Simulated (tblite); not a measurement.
Species: C₆H₉NO₂S.
Numbering: `[H]/[N:1]=[CH:2]\[C:3]1=[CH:4][CH2:5][CH2:6][CH2:7][S:8]1(=[O:9])=[O:10]` (hydrogens: H11 on N1; H12 on C2; H13 on C4; H14, H15 on C5; H16, H17 on C6; H18, H19 on C7)

The geometry is computed with GFN2-xTB (gas phase).

Q: Give the optimised bond lengths and angles.

A: 
```csv
bond,length (pm),order
N1=C2,125.7,double
C2–C3,146.3,single
C3=C4,133.0,double
C4–C5,149.1,single
C5–C6,152.7,single
C6–C7,151.4,single
C7–S8,181.9,single
"S8=O9, S8=O10",143.7,double
C3–S8,180.2,single
N1–H11,102.0,single
C2–H12,108.5,single
C4–H13,108.7,single
"C5–H14, C5–H15",109.5,single
"C6–H16, C6–H17",109.2,single
"C7–H18, C7–H19",108.6,single
```

Bonds in one row agree within 1 pm and their mean is given. Orders are formal, as drawn. A selection of angles:
```csv
angle,degrees
C2–N1–H11,115.5
N1–C2–C3,128.7
N1–C2–H12,117.4
C3–C2–H12,113.8
C2–C3–C4,125.8
C2–C3–S8,113.3
C4–C3–S8,120.9
C3–C4–C5,126.7
C3–C4–H13,118.7
C5–C4–H13,114.5
C4–C5–C6,114.5
C4–C5–H14,108.4
C6–C5–H14,109.6
H14–C5–H15,106.5
C5–C6–C7,111.2
C5–C6–H16,109.5
C7–C6–H16,110.8
C7–C6–H17,107.5
H16–C6–H17,108.2
C6–C7–S8,105.2
C6–C7–H18,112.8
S8–C7–H18,107.2
H18–C7–H19,110.3
C7–S8–O9,110.1
O9–S8–O10,117.8
C3–S8–C7,102.7
C3–S8–O9,108.0
C3–S8–O10,108.5
```

Dihedral angles: N1–C2–C3–C4 -20° (synperiplanar); C2–C3–C4–C5 180° (antiperiplanar); C3–C4–C5–C6 -14° (synperiplanar); C4–C5–C6–C7 55° (synclinal); C5–C6–C7–S8 -72° (synclinal); C6–C7–S8–O9 164° (antiperiplanar); C2–C3–S8–C7 162° (antiperiplanar); H11–N1–C2–C3 0° (synperiplanar). The mirror-image conformer, all signs reversed, is as good.

S8 (sulfonyl sulfur) is distorted tetrahedral (angles from 102.7° to 117.8°). Of the pairs four or more bonds apart, O9···H12 is among the closest relative to their van der Waals radii: 2.52 Å, 93 % of the sum of Bondi's values. The 5 C–C bonds span 1.330 Å (C3=C4, drawn double) to 1.527 Å (C5–C6, drawn single), a spread of 0.197 Å. The 6-membered ring C3–C4–C5–C6–C7–S8 has internal angles of 102.7° to 126.7°; it is puckered, 0.24 Å rms from its mean plane, widest ring torsion 72°.

Point group: C1 (no symmetry element, even within 0.4 Å). Its GFN2-xTB frequencies are all real (lowest 53 cm⁻¹). One conformer, not necessarily the lowest. 3 starts were optimised and ended at 0.00, 0.23 and 0.59 kcal/mol (GFN2-xTB); the lowest of these is shown.
